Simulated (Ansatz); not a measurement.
CH5NSi, SMILES `C[Si]N` (excited triplet) (charge 0, multiplicity 3). This triplet is an excited state, 1.90 eV above the relaxed singlet at the level frozen-core CCSD(T)/cc-pVTZ // B3LYP-D3(BJ)/def2-TZVP (Ansatz, a quantum-chemistry and plane-wave program).

The numbers are results of LDA/cc-pVTZ // B3LYP-D3(BJ)/def2-TZVP run with Ansatz, not measurements.

Ansatz 0.2 input:
```yaml
crystal:
  periodic: [false, false, false]
  atoms:
    - { symbol: C, position_ang: [1.374902, -0.03886, 0.181722] }
    - { symbol: Si, position_ang: [-0.195091, -0.514292, -0.797019] }
    - { symbol: N, position_ang: [-1.696035, 0.084445, -0.170176] }
    - { symbol: H, position_ang: [1.489597, 1.046286, 0.203248] }
    - { symbol: H, position_ang: [2.247129, -0.478238, -0.302102] }
    - { symbol: H, position_ang: [1.306783, -0.417054, 1.203215] }
    - { symbol: H, position_ang: [-2.344834, -0.528424, 0.301309] }
    - { symbol: H, position_ang: [-2.18245, 0.846136, -0.620198] }
basis:
  gaussian: { orbitals: cc-pVTZ }
hamiltonian:
  xc: lda
magnetization:
  spin_polarized: true
  initial_magnetization: 2
```

Output:

```
Functional definition: SPW92
914 factors; their error is unknown
mean field evaluation 1: about -10413.7234 eV, gradient 6.5e1 eV
mean field evaluation 2: about -10360.1906 eV, gradient 1.1e2 eV
mean field evaluation 4: about -10429.6872 eV, gradient 1.7e1 eV
mean field evaluation 8: about -10431.0601 eV, gradient 2.4e-1 eV
mean field evaluation 16: about -10431.0283 eV, gradient 1.2e-4 eV
mean field -10431.02829827 eV, -383.3332195565 hartree, gradient 2.0e-5 eV, S^2 2.001505; 0 other end points of the search recorded, 0 dependent functions left out
reference -10431.02833250 eV, -383.3332208143 hartree; 17, 15 occupied and 147, 149 virtual orbitals, 914 factors
Total energy: -10431.02833250 eV, -383.3332208143 hartree
```
